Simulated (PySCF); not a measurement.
p-xylene (C8H10), singlet, at a GFN2-xTB geometry. Base run: DF-M062X/STO-3G run with PySCF.

Input for PySCF:
```python
from pyscf import gto, scf, dft

mol = gto.Mole()
mol.atom = '''
    C     2.90010343    0.10407050    0.07787277
    C     1.40316491    0.03832036    0.03106845
    C     0.69680774    0.62920730   -1.00842597
    C    -0.68465728    0.58487718   -1.04300050
    C    -1.40253119   -0.05177108   -0.03913414
    C    -2.90108119   -0.08331770   -0.06542841
    C    -0.69623188   -0.64142983    1.00109676
    C     0.68523148   -0.59706443    1.03569245
    H     3.31899475    0.12674528   -0.92572707
    H     3.21787642    1.01005545    0.59561790
    H     3.30982381   -0.74990579    0.61248457
    H     1.23551140    1.12768548   -1.80226716
    H    -1.21364435    1.04918714   -1.86364012
    H    -3.27853436   -0.98551728    0.41076665
    H    -3.30198950    0.77524528    0.47493309
    H    -3.27255782   -0.04106511   -1.08678823
    H    -1.23473299   -1.14420713    1.79236000
    H     1.21441655   -1.06557715    1.85381189
'''
mol.basis = 'sto-3g'
mol.verbose = 4
mol.build()

mf = dft.RKS(mol)
mf.xc = 'm062x'
mf = mf.density_fit(auxbasis='def2-universal-jkfit')
mf.kernel()
mf.analyze()
```

All variants below ran on the same shared machine, one core each. Differences are taken from the largest basis of the Pople family in the series, which isn't the basis-set limit (6-311G**: -7.680 eV). The cheapest run took very roughly 8 core-seconds.

```
setting   basis functions  cost, times the cheapest (rough)  difference in HOMO energy (eV)
--------  ---------------  --------------------------------  ------------------------------
STO-3G                 50                                 1                           1.621
3-21G                  92                                 2                           0.100
6-31G**               162                                 3                           0.176
6-311G**              204                                 5                       reference
```

Times come from a shared machine, hold the start-up and are rough.
